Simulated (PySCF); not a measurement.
C3H8OSi, SMILES OC1C[SiH2]C1. The structure is a stationary point at PBE-D3(BJ)/def2-SVP. One conformer was computed; it need not be the lowest.

Computed equilibrium geometry at PBE-D3(BJ)/def2-SVP (PySCF confirms it by a frequency run) as Cartesian coordinates in Å (one conformer of several):
```xyz
13

O     -1.9935     0.8344     0.0589
C     -0.7673     0.2534     0.4566
C      0.4417     1.1151     0.0135
Si     1.4145    -0.5157    -0.1771
C     -0.3974    -1.1184    -0.1944
H     -2.7072     0.2484     0.3731
H     -0.7248     0.1327     1.5692
H      0.7382     1.9405     0.6869
H      0.2237     1.5318    -0.9931
H      2.2006    -0.9260     1.0388
H      2.2628    -0.7217    -1.4023
H     -0.7677    -1.1273    -1.2419
H     -0.7429    -2.0335     0.3237
```
